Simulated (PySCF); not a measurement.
# ECD: `C=C[C@H](F)[C@H]1O[C@H]1F`, C5H6F2O

Molfile (atoms numbered from 1):
```
C5H6F2O
     RDKit          3D

 14 14  0  0  0  0  0  0  0  0999 V2000
   -2.2968    0.5424    0.3197 C   0  0  0  0  0  0  0  0  0  0  0  0
   -1.0935    0.5765   -0.2184 C   0  0  0  0  0  0  0  0  0  0  0  0
   -0.2588   -0.6423   -0.5001 C   0  0  2  0  0  0  0  0  0  0  0  0
   -0.9645   -1.7950   -0.2374 F   0  0  0  0  0  0  0  0  0  0  0  0
    0.9938   -0.6476    0.3616 C   0  0  1  0  0  0  0  0  0  0  0  0
    2.2132   -1.0367   -0.2316 O   0  0  0  0  0  0  0  0  0  0  0  0
    2.0892    0.2822    0.0917 C   0  0  1  0  0  0  0  0  0  0  0  0
    1.9613    1.1478   -0.9432 F   0  0  0  0  0  0  0  0  0  0  0  0
   -2.7636   -0.3890    0.5925 H   0  0  0  0  0  0  0  0  0  0  0  0
   -2.8613    1.4410    0.4959 H   0  0  0  0  0  0  0  0  0  0  0  0
   -0.6168    1.5026   -0.5050 H   0  0  0  0  0  0  0  0  0  0  0  0
    0.0251   -0.6829   -1.5609 H   0  0  0  0  0  0  0  0  0  0  0  0
    0.8385   -1.0025    1.3765 H   0  0  0  0  0  0  0  0  0  0  0  0
    2.7334    0.7029    0.8570 H   0  0  0  0  0  0  0  0  0  0  0  0
  1  2  2  0
  2  3  1  0
  3  4  1  0
  3  5  1  0
  5  6  1  0
  6  7  1  0
  7  8  1  0
  7  5  1  0
  1  9  1  0
  1 10  1  0
  2 11  1  0
  3 12  1  6
  5 13  1  1
  7 14  1  1
M  END
```

Level of theory: PySCF 2.14.0, TDDFT CAM-B3LYP/def2-SVPD circular dichroism and optical rotation, one conformer, gas phase. Geometry: GFN2-xTB.

The molecule is flexible and this is one conformer; a measurement averages over conformers. States above about 9.4 eV (minus the energy of the highest occupied orbital) lie near or above the ionisation threshold and depend on the basis.

(1) What are the CIP labels of the stereocentres?

(2) Which excitations and rotatory strengths does the calculation give?

Answers

(1) C3 S, C5 R, C7 S.

(2) Rotatory strengths R in 10⁻⁴⁰ esu² cm², velocity form and length form (origin at the centre of mass); f in length form.
```csv
state,E (eV),λ (nm),f,R (velocity),R (length),main
1,7.60,163,0.466,-90.0,-88.4,HOMO→LUMO 0.93
2,7.70,161,0.059,-22.7,-25.3,"HOMO→LUMO+1 0.48, HOMO→LUMO+2 0.41"
3,8.04,154,0.007,+45.1,+45.4,"HOMO−1→LUMO 0.53, HOMO−3→LUMO 0.34"
4,8.45,147,0.022,+7.6,+7.6,"HOMO→LUMO+2 0.36, HOMO→LUMO+1 0.26"
5,8.51,146,0.026,+2.0,+2.4,HOMO→LUMO+3 0.75
6,8.74,142,0.013,-4.2,-2.8,"HOMO−1→LUMO+1 0.25, HOMO→LUMO+4 0.25"
7,8.79,141,0.017,+26.0,+25.5,"HOMO−2→LUMO 0.50, HOMO−1→LUMO 0.22"
8,8.83,140,0.010,+0.5,-0.4,"HOMO−2→LUMO 0.29, HOMO−3→LUMO 0.16"
9,9.00,138,0.006,-6.3,-5.7,"HOMO→LUMO+4 0.29, HOMO−2→LUMO+1 0.18"
10,9.11,136,0.007,-8.7,-8.6,"HOMO→LUMO+6 0.33, HOMO−2→LUMO+1 0.09"
11,9.14,136,0.011,-1.2,-0.3,"HOMO−1→LUMO+2 0.29, HOMO−2→LUMO+2 0.12"
12,9.27,134,0.013,-3.2,-3.6,"HOMO−1→LUMO+3 0.20, HOMO→LUMO+5 0.15"
13,9.34,133,0.015,+10.0,+10.8,"HOMO−1→LUMO+4 0.14, HOMO−1→LUMO+1 0.12"
14,9.42,132,0.012,-24.9,-27.0,"HOMO−1→LUMO+3 0.17, HOMO−1→LUMO+4 0.10"
15,9.50,131,0.008,-7.4,-6.7,"HOMO−4→LUMO 0.16, HOMO−1→LUMO+3 0.15"
16,9.59,129,0.029,-24.5,-23.7,"HOMO−2→LUMO+1 0.31, HOMO−2→LUMO+2 0.24"
```

For state 8 the two forms differ in sign, so the sign of R isn't settled.

Among the states computed, the strongest CD band (largest |R|) is state 1. The largest dissymmetry factor in size, g = 4R/(D+G), with D and G the electric and magnetic dipole strengths, is +0.077 for state 3 (velocity form, f = 0.007), among bands with |R| over 0.5. The mirror image has the same energies and oscillator strengths and all R with the opposite sign.
